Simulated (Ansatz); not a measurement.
Reaction (formal hydrolysis of the Al–Cl bond): `C[S][AlH][Cl]` + H₂O → `C[S][AlH][OH]` + HCl

Isolated molecules relaxed with PBE0-D4/def2-TZVP in Ansatz; ΔE leaves out vibrations. CCSD(T)/CBS adds triple-zeta CCSD(T) − MP2 to the extrapolated MP2 energy (def2 sets, frozen cores). This one scheme is used for every species. Functionals use def2-TZVPP. One conformer a species, not always the lowest.

| level | ΔE (kcal/mol) |
| --- | --- |
| LDA (SPW92) | 5.8 |
| revPBE-D4 | 7.4 |
| BLYP-D4 | 5.5 |
| r2SCAN0-D4 | 7.4 |
| CAM-B3LYP-D4 | 5.3 |
| BLYP | 5.0 |
| r2SCAN0 | 7.3 |
| MP2/def2-SVP | 6.3 |

What does CCSD(T)/CBS give? (Estimate.)

Ansatz gave: +7.2 kcal/mol. The listed levels differ from it by -1.4, 0.2, -1.7, 0.2, -1.9, -2.2, 0.1, -0.9 kcal/mol.

Largest T1 diagnostic among the species: 0.012.

At CCSD(T), def2-SVP lies −0.9 kcal/mol from the extrapolated value and def2-TZVPP −1.2 kcal/mol. From PBE to PBE0 (25 % exact exchange), in def2-TZVPP and without D4, ΔE moves by +0.8 kcal/mol. Leaving LDA and LC-ωPBE aside and taking each functional with its dispersion term where it has one, the values, not all of them listed here, spread over 2.7 kcal/mol, from CAM-B3LYP-D4 to HSE06-D4. LDA lies −1.1 kcal/mol from PBE without D4.
